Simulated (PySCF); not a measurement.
Species: InEt2Cl, C₄H₁₀ClIn.
Z-matrix (Å and degrees, PBE0-D3(BJ)/def2-SVP geometry), rows numbered from 1:
```
In
C   1  2.1634
C   2  1.5230  1  112.57
H   2  1.1011  1  109.17  3  -125.49
H   2  1.1036  1  104.76  3   120.75
H   3  1.1031  2  111.33  1   172.84
H   3  1.1014  2  111.93  1   -67.36
H   3  1.1005  2  111.64  1    52.34
C   1  2.1640  2  146.04  3   146.41
C   9  1.5221  1  113.15  2   162.25
H   9  1.1018  1  108.25  2    37.29
H   9  1.1035  1  105.21  2   -75.93
H  10  1.1032  9  111.28  1   174.32
H  10  1.1010  9  111.88  1   -65.78
H  10  1.1002  9  111.89  1    53.65
Cl  1  2.3962  2  106.46  3   -32.58
```

Method used: PySCF 2.14.0, PBE0-D3(BJ)/def2-SVP geometry optimisation, gas phase, def2 core potentials past Kr.

Take the most abundant isotopes and a rigid rotor. The values belong to one conformer.

Task: Give the principal moments of inertia and the rotational constants in GHz.

Result: Ia = 207.25, Ib = 423.39, Ic = 608.94 u·Å²; 505379 MHz·u·Å²/I gives 2438, 1194 and 829.9 MHz, that is A = 2.4385, B = 1.1936, C = 0.8299 GHz.

Task: What kind of rotor is it?

Result: An asymmetric top: κ = (2 × 1194 − 2438 − 829.9)/(2438 − 829.9) = -0.55.

Task: Is it planar, by Δ = Ic − Ia − Ib?

Result: Not planar: Δ = Ic − Ia − Ib = -21.70 u·Å². For a rigid frame Δ = −2 Σ m c², so Σ m c² = 10.85 u·Å² lies off the ab plane: 7.46 from hydrogen and 3.39 from heavier atoms. The atom farthest from that plane is 1.43 Å away.

Task: Give the other two planar moments, Paa and Pbb, and the rms extents of the mass along the axes.

Result: Paa = Σ m a² = (Ib + Ic − Ia)/2 = 412.54 and Pbb = Σ m b² = (Ia + Ic − Ib)/2 = 196.40 u·Å². With the mass M = 207.95 u, the rms extents √(P/M) along a, b and c are 1.41, 0.97, 0.23 Å.

Task: Where do the levels up to J = 4 lie, in cm⁻¹?

Result: Above 0(0,0):
J = 1: 1(0,1) 0.0675, 1(1,1) 0.1090, 1(1,0) 0.1212
J = 2: 2(0,2) 0.2002, 2(1,2) 0.2319, 2(1,1) 0.2683, 2(2,1) 0.3929, 2(2,0) 0.3951
J = 3: 3(0,3) 0.3940, 3(1,3) 0.4149, 3(1,2) 0.4874, 3(2,2) 0.5954, 3(2,1) 0.6063, 3(3,1) 0.8346, 3(3,0) 0.8349
J = 4: 4(0,4) 0.6448, 4(1,4) 0.6567, 4(1,3) 0.7762, 4(2,3) 0.8636, 4(2,2) 0.8937, 4(3,2) 1.1085, 4(3,1) 1.1104, 4(4,1) 1.4382, 4(4,0) 1.4383

Task: Predict some low-J microwave lines.

Result: The dipole components are |μa| = 0.03 D, |μb| = 3.70 D, |μc| = 0.02 D. Intensities carry the squares of the components, which stand as 0.00 : 1.00 : 0.00 (a : b : c). Some of the stronger lines:

```
type  branch         J(Ka,Kc)    MHz  lower level (cm⁻¹)
   b       Q  1(1,0) ← 1(0,1)   1609               0.067
   b       Q  2(1,1) ← 2(0,2)   2041               0.200
   b       Q  3(1,2) ← 3(0,3)   2799               0.394
   b       R  1(1,1) ← 0(0,0)   3268               0.000
   b       Q  3(2,1) ← 3(1,2)   3566               0.487
   b       Q  2(2,0) ← 2(1,1)   3803               0.268
   b       Q  2(2,1) ← 2(1,2)   4826               0.232
   b       R  3(0,3) ← 2(1,2)   4861               0.232
   b       R  2(1,2) ← 1(0,1)   4928               0.067
   b       Q  3(2,2) ← 3(1,3)   5411               0.415
   b       R  3(1,3) ← 2(0,2)   6435               0.200
   b       Q  3(3,0) ← 3(2,1)   6853               0.606
   b       Q  3(3,1) ← 3(2,2)   7173               0.595
   b       R  2(2,1) ← 1(1,0)   8145               0.121
   b       R  2(2,0) ← 1(1,1)   8578               0.109
   b       R  3(2,2) ← 2(1,1)   9805               0.268
   b       R  3(2,1) ← 2(1,2)  11225               0.232
   b       R  3(3,1) ← 2(2,0)  13175               0.395
```

No PBE0-D3(BJ)/def2-SVP frequencies stand behind this structure, so it isn't proved a minimum. No vibrational averaging or centrifugal distortion is included, and the geometry carries the error of its method. A rigid rotor knows nothing of internal rotation, which can split or shift real lines. Quadrupole hyperfine structure (35Cl) is left out.
